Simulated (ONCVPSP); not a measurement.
# Pseudopotential generation for carbon: ONCV, PBE, scalar-relativistic.

Input for ONCVPSP 4.0.1:

```
# ATOM AND REFERENCE CONFIGURATION
# atsym  z   nc   nv     iexc    psfile
  C 6.00    1    2        4      upf
#
#   n    l    f
    1    0    2.00
    2    0    2.00
    2    1    1.00
#
# PSEUDOPOTENTIAL AND OPTIMIZATION
# lmax
    2
#
#   l,   rc,      ep,       ncon, nbas, qcut
    0    1.05    0.00    5    8    7.50
    1    2.10    0.00    5    8    6.90
    2    2.20    0.43    5   10    5.20
#
# LOCAL POTENTIAL
# lloc, lpopt,  rc(5),   dvloc0
    4    4    0.80    0.00
#
# VANDERBILT-KLEINMAN-BYLANDER PROJECTORs
# l, nproj, debl
    0    2    0.70
    1    2    1.20
    2    2    0.90
#
# MODEL CORE CHARGE
# icmod, fcfact, rcfact
    3    3.75    1.10
#
# LOG DERIVATIVE ANALYSIS
# epsh1, epsh2, depsh
   -2.00    5.00    0.02
#
# OUTPUT GRID
# rlmax, drl
    6.00    0.01
#
# TEST CONFIGURATIONS
# ncnf
    4
# nvcnf
#   n    l    f
    2
    2    0    2.00
    2    1    2.00
#
    2
    2    0    2.00
    2    1    0.00
#
    2
    2    0    1.00
    2    1    0.00
#
    2
    2    0    0.00
    2    1    4.00
#
```

Command:

```bash
oncvpsp.x < C.dat > C.out
```

The program printed (shortened: citation, most of the input echo, consistency checks and plot data are left out):

```
ONCVPSP  (Optimized Norm-Conservinng Vanderbilt PSeudopotential)
scalar-relativistic version 4.0.1

#   n    l    f        energy (Ha)
    1    0    2.00    -1.0598289E+01
    2    0    2.00    -9.4660504E-01
    2    1    1.00    -6.2491307E-01

Reference configufation results
  iterations    23
  all-electron total energy (Ha)   -3.73656641D+01

Begin loop to  construct optimized pseudo wave functions
and semi-local pseudopoentials for all angular momenta

WARNING wellstate: negative energy specified for n= 3 l=  0
WARNING scattering state with energy  0.25000000
WARNING will be used for the first projector

   Wellstate for l =  0  n =  3
     eigenvalue =   0.2500
     asymptotic potential =   0.7500
     half-point radius =  3.1500

Calculating optimized projector #   1

 for l=   0

    Fraction of norm inside rc  0.269229
    Optimizing pswf for qcut=   7.49 a_B^-1,  ecut=  28.02 Ha
    Residual kinetic energy error=  7.95D-05 Ha

    Energy error per electron        Cutoff
         Ha          eV             Ha
         0.01000     0.27211       13.76
         0.00100     0.02721       20.90
         0.00010     0.00272       27.26
         0.00001     0.00027      126.16

Calculating optimized projector #   2

 for l=   0

    Fraction of norm inside rc  0.085622
    Optimizing pswf for qcut=   7.49 a_B^-1,  ecut=  28.02 Ha
    Residual kinetic energy error=  5.70D-04 Ha

    Energy error per electron        Cutoff
         Ha          eV             Ha
         0.01000     0.27211       11.33
         0.00100     0.02721       19.88
         0.00010     0.00272      140.75
         0.00001     0.00027      190.93

   Wellstate for l =  1  n =  4
     eigenvalue =   0.5751
     asymptotic potential =   1.0751
     half-point radius =  5.6581

Calculating optimized projector #   1

 for l=   1

    Fraction of norm inside rc  0.811742
    Optimizing pswf for qcut=   6.90 a_B^-1,  ecut=  23.83 Ha
    Residual kinetic energy error=  2.33D-06 Ha

    Energy error per electron        Cutoff
         Ha          eV             Ha
         0.01000     0.27211       12.08
         0.00100     0.02721       16.27
         0.00010     0.00272       19.44
         0.00001     0.00027       22.31

Calculating optimized projector #   2

 for l=   1

    Fraction of norm inside rc  0.112592
    Optimizing pswf for qcut=   6.90 a_B^-1,  ecut=  23.83 Ha
    Residual kinetic energy error=  1.18D-05 Ha

    Energy error per electron        Cutoff
         Ha          eV             Ha
         0.01000     0.27211       11.79
         0.00100     0.02721       16.77
         0.00010     0.00272       20.64
         0.00001     0.00027       24.26

   Wellstate for l =  2  n =  4
     eigenvalue =   0.4300
     asymptotic potential =   0.9300
     half-point radius =  6.4285

   Wellstate for l =  2  n =  4
     eigenvalue =   1.3300
     asymptotic potential =   1.8300
     half-point radius =  3.5426

Calculating optimized projector #   1

 for l=   2

    Fraction of norm inside rc  0.178974
    Optimizing pswf for qcut=   5.20 a_B^-1,  ecut=  13.50 Ha
    Residual kinetic energy error=  9.84D-06 Ha

    Energy error per electron        Cutoff
         Ha          eV             Ha
         0.01000     0.27211        4.29
         0.00100     0.02721        7.64
         0.00010     0.00272       10.71
         0.00001     0.00027       13.97

Calculating optimized projector #   2

 for l=   2

    Fraction of norm inside rc  0.335812
    Optimizing pswf for qcut=   5.20 a_B^-1,  ecut=  13.50 Ha
    Residual kinetic energy error=  1.21D-04 Ha

    Energy error per electron        Cutoff
         Ha          eV             Ha
         0.01000     0.27211        7.87
         0.00100     0.02721       11.28
         0.00010     0.00272       13.76
         0.00001     0.00027       22.86

Construct Vanderbilt / Kleinmman-Bylander projectors

B matrix Hermiticity error, ll=   0
   1   2    4.2681E-05

  Orthonormal projector coefficients  3.0592E+01  4.2382E+00

B matrix Hermiticity error, ll=   1
   1   2   -2.7609E-05

  Orthonormal projector coefficients -1.3958E+00 -5.6235E-01

B matrix Hermiticity error, ll=   2
   1   2   -2.1135E-05

  Orthonormal projector coefficients -3.0458E+00 -8.9925E-01

Model core correction analysis
  based on d2Exc/dn_idn_j

d2excae - all-electron derivatives

   -6.295943D-02   -5.636862D-02
   -5.637613D-02   -5.466908D-02

d2excps - pseudofunction derivatives with no core correction

   -6.272158D-02   -6.071140D-02
   -6.071276D-02   -6.009774D-02

rms 2nd derivative error    4.098566E-03

rmatch, rhocmatch    0.5818    2.1971

Teter function model core charge with specified parameters

d2excps - pseudofunction derivatives with core correction

   -6.300246D-02   -6.115094D-02
   -6.115238D-02   -6.073954D-02

rms 2nd derivative error    4.542455E-03

Pseudoatom total energy   -4.961552

Diagnostic tests using Vanderbilt-Kleinman-Bylander pseudopotentials
  1 or more projectors used as specified by nproj input data

   l    rcore       rmatch      e in        delta e   norm test  slope test

   0   1.0519859   1.0839265  -0.9466050  -0.0000056   1.0000301   0.9999927
   0   1.0519859   1.0839265   0.2500000   0.0000115   1.0001239   1.0001239

   1   2.1055991   2.1695296  -0.6249131  -0.0000010   1.0000194   1.0000256
   1   2.1055991   2.1695296   0.5750869   0.0000063   1.0000507   1.0000507

   2   2.2088160   2.2758804   0.4300000   0.0000041   1.0000315   1.0000315
   2   2.2088160   2.2758804   1.3300000   0.0000001   1.0000923   1.0000923

 Testing for bound ghosts
   n   l    E NL Schr. Eq   E Basis Diag.   E Cutoff

   1   0       -0.946611       -0.904798    235.16

   2   1       -0.624914       -0.624735     68.27

   3   2       -0.075717        0.004778    113.37

 Testing for highly-localized positive-energy ghosts
       l    <radius>/rc     E Basis Diag.   E Cutoff

Test configuration 0

   n   l     f        eae           eps        diff
   1   0  2.0000  -10.59828850
   2   0  2.0000   -0.94660504   -0.94661066   -5.62D-06
   2   1  1.0000   -0.62491307   -0.62491405   -9.75D-07

    Total energies and differences
      AE_ref= -3.73656641D+01  AE_tst= -3.73656641D+01  dif=  0.00D+00
      PS_ref= -4.96155206D+00  PS_tst= -4.96155206D+00  dif= -1.15D-14
      PSP excitation error=  1.15D-14

Test configuration 1

   n   l     f        eae           eps        diff
   1   0  2.0000  -10.04653975
   2   0  2.0000   -0.50533470   -0.50502804    3.07D-04
   2   1  2.0000   -0.19423794   -0.19532802   -1.09D-03

    Total energies and differences
      AE_ref= -3.73656641D+01  AE_tst= -3.77648101D+01  dif= -3.99D-01
      PS_ref= -4.96155206D+00  PS_tst= -5.36172362D+00  dif= -4.00D-01
      PSP excitation error=  1.03D-03

Test configuration 2

   n   l     f        eae           eps        diff
   1   0  2.0000  -11.33875003
   2   0  2.0000   -1.48389780   -1.47760463    6.29D-03

    Total energies and differences
      AE_ref= -3.73656641D+01  AE_tst= -3.64779494D+01  dif=  8.88D-01
      PS_ref= -4.96155206D+00  PS_tst= -4.07845076D+00  dif=  8.83D-01
      PSP excitation error=  4.61D-03

Test configuration 3

   n   l     f        eae           eps        diff
   1   0  2.0000  -12.19649715
   2   0  1.0000   -2.06185373   -2.04753006    1.43D-02

    Total energies and differences
      AE_ref= -3.73656641D+01  AE_tst= -3.47068548D+01  dif=  2.66D+00
      PS_ref= -4.96155206D+00  PS_tst= -2.31697758D+00  dif=  2.64D+00
      PSP excitation error=  1.42D-02

Test configuration 4

   n   l     f        eae           eps        diff
   1   0  2.0000  -10.11432822
   2   1  4.0000   -0.22387395   -0.22531928   -1.45D-03

    Total energies and differences
      AE_ref= -3.73656641D+01  AE_tst= -3.71409851D+01  dif=  2.25D-01
      PS_ref= -4.96155206D+00  PS_tst= -4.74074138D+00  dif=  2.21D-01
      PSP excitation error=  3.87D-03
```

The run took about 4.4 s on one core of a shared server CPU.
